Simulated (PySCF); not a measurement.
# One molecule, several mistakes: CGeH5N2

Calculated results; nothing here was measured. The program is PySCF 2.14.0, an open-source quantum chemistry code, run on an isolated molecule that a program drew, which may never have been made. The molecule is CGeH5N2 (charge 0, doublet), drawn as the SMILES string `[CH2][N]=[GeH][NH2]`.

Each row is a Hartree-Fock (HF) and frozen-core CCSD(T) single point in the cc-pVDZ basis, meant for a local HF minimum. Run 1 is clean. Each other run has one planted mistake out of seven kinds, and not every kind appears here: one electron removed, one electron added, multiplicity raised by two, geometry at a saddle point, minimal basis STO-3G, one bond length entered in bohr, all coordinates scaled. The reference is restricted for singlets and unrestricted otherwise, and also for a bond in bohr. Adding or removing an electron swaps singlet and doublet. Electrons count all cores. HOMO and LUMO are orbital energies over both spins, the gradient is its largest component, and the lowest frequency (negative if imaginary) is given only where the gradient is small. Bond lengths are over the 8 bonds as drawn. T1 is the CCSD diagnostic: over 0.02 (restricted) or 0.045 (unrestricted) a single reference is doubtful. Germanium has the cc-pVDZ-PP basis, with a core potential (ECP10MDF) in place of its 10 inner electrons, and its 3s, 3p and 3d shells are frozen in CCSD(T).

Geometry of the clean run:
```xyz
9
CGeH5N2, angstrom
C     1.1533    1.4258    0.8113
N     0.7679    0.2845    0.4707
Ge   -1.0001   -0.2942    0.6869
N    -0.8870   -1.8670    1.6343
H     2.1953    1.7183    0.6518
H     0.5229    2.1955    1.2737
H    -1.5543   -0.6568   -0.7083
H    -1.7534   -2.3698    1.7241
H    -0.4670   -1.7900    2.5448
```

```
run,electrons,basis functions,<S^2>,HOMO (eV),LUMO (eV),gradient (hartree/bohr),lowest frequency (cm^-1),mean bond (Å),longest bond (Å),T1,HF (hartree),CCSD(T) (hartree),mistake
1,57,90,0.778,-8.13,1.57,3.4e-05,69,1.3389,1.873,0.0196,-443.01923,-443.62427,no fault
2,57,90,0.866,-8.35,1.16,6.0e-02,-,1.4085,1.970,0.0334,-442.99532,-443.61795,all coordinates scaled
3,57,90,3.779,-6.28,0.26,1.4e-01,-,1.3389,1.873,0.0248,-442.90304,-443.47448,multiplicity raised by two
4,57,90,0.972,-6.00,2.99,2.6e-05,-942,1.3207,1.800,0.0333,-442.98556,-443.59105,geometry at a saddle point
5,58,90,0.000,-0.25,8.90,7.3e-02,-,1.3389,1.873,0.0135,-442.99315,-443.62087,one electron added
6,56,90,0.000,-15.72,-6.13,6.8e-02,-,1.3389,1.873,0.0254,-442.75634,-443.37541,?
```

**Which mistake was planted in run 6, and what did it cost?**

It counts 56 electrons, one fewer than the clean run, at the same geometry and basis. So the mistake is: one electron removed. Subtracting run 1 and multiplying by 627.51 kcal/mol a hartree, the energy moved by 165.0 kcal/mol in HF and 156.2 kcal/mol in CCSD(T).

Cautions from the logs. Run 5: the added electron raises the CCSD(T) energy, so it isn't bound in this basis; run 6: T1 is over the limit, so its CCSD(T) energy is less reliable.
